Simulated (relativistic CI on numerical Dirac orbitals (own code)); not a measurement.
# Hyperfine structure of Te XIV, mass number 123

Calculated at this level of theory: Dirac-Coulomb-Breit CI, separate exchange-only KLI orbitals for each configuration, a model potential for QED, unscaled Slater integrals (own radial code, finite nucleus).

CI space (outside the closed core [Ar] 3d10): 4s2 4p6 4d3, 4s2 4p5 4d4, 4s2 4p6 4d2 4f, 4s 4p6 4d4, 4s2 4p6 4d2 5s, 4s2 4p6 4d2 5p, 4s2 4p6 4d 4f 5s, 4s 4p6 4d3 4f, 4s2 4p6 4d2 5d, 4s2 4p6 4d 5s 5p, 4s2 4p6 4d 4f2, 4s2 4p6 4f3, 4s2 4p6 4f2 5s, 4s2 4p6 4f2 5p, 4s 4p6 4d 4f3, 4p6 4d5, 4p5 4d6, 4s2 4p6 4d 5s2, 4s2 4p6 4f 5s2, 4s2 4p6 5s2 5p, 4s 4p6 4d 4f 5s2. Double excitations out of closed p, d and f shells are left out; levels of such configurations are missing from the list, as are those of other unlisted configurations, and high levels can miss mixing partners. These lack a partner that the ground configuration has and come out too high: 4s2 4p6 4d2 5d.

Nuclear spin I = 1/2, μ = -0.7358 μN (tables of Stone and Pyykkö). The electronic factors are computed for point nuclear moments, without core polarisation or the Bohr-Weisskopf and QED corrections.

```json
{"Level": "4s2 4p6 4d3 4F_3/2", "E (cm⁻¹)": "0.0", "A (MHz)": "-6214"}
{"Level": "4s2 4p6 4d3 4F_5/2", "E (cm⁻¹)": "8096.6", "A (MHz)": "-3670"}
{"Level": "4s2 4p6 4d3 4F_7/2", "E (cm⁻¹)": "15704.4", "A (MHz)": "-3131"}
{"Level": "4s2 4p6 4d3 4F_9/2", "E (cm⁻¹)": "22015.0", "A (MHz)": "-3234"}
{"Level": "4s2 4p6 4d3 4P_3/2", "E (cm⁻¹)": "25780.7", "A (MHz)": "-3205"}
{"Level": "4s2 4p6 4d3 4P_1/2", "E (cm⁻¹)": "28576.8", "A (MHz)": "2853"}
{"Level": "4s2 4p6 4d3 2G_7/2", "E (cm⁻¹)": "38576.9", "A (MHz)": "-4126"}
{"Level": "4s2 4p6 4d3 4P_5/2", "E (cm⁻¹)": "39044.2", "A (MHz)": "-1237"}
```

Levels with J = 0, under 50 % of one LS term, or S terms without an open s electron are left out. Small factors come from cancelling terms and can be off by tens of per cent or more.

At this charge energies of transitions that change n are usually good to better than 1 %, and those within a shell (Δn = 0) to a few per cent. Terms inside the open d or f shell come out 10 to 20 % too wide with unscaled integrals. Levels and lines within the n = 5 or 6 shells can be off by up to 10 % or somewhat more, and those that change n by about 2 %, since core polarisation is missing.

Question: Give the hyperfine levels of 4s2 4p6 4d3 4F_3/2 relative to its centre of gravity.

Answer: With K = F(F + 1) − I(I + 1) − J(J + 1), E = AK/2: F = 1: 7768, F = 2: -4661 MHz.

LS names give the leading component of a level, which can be under half, so a name can repeat, a term be missing and a line seem to break the LS rules.
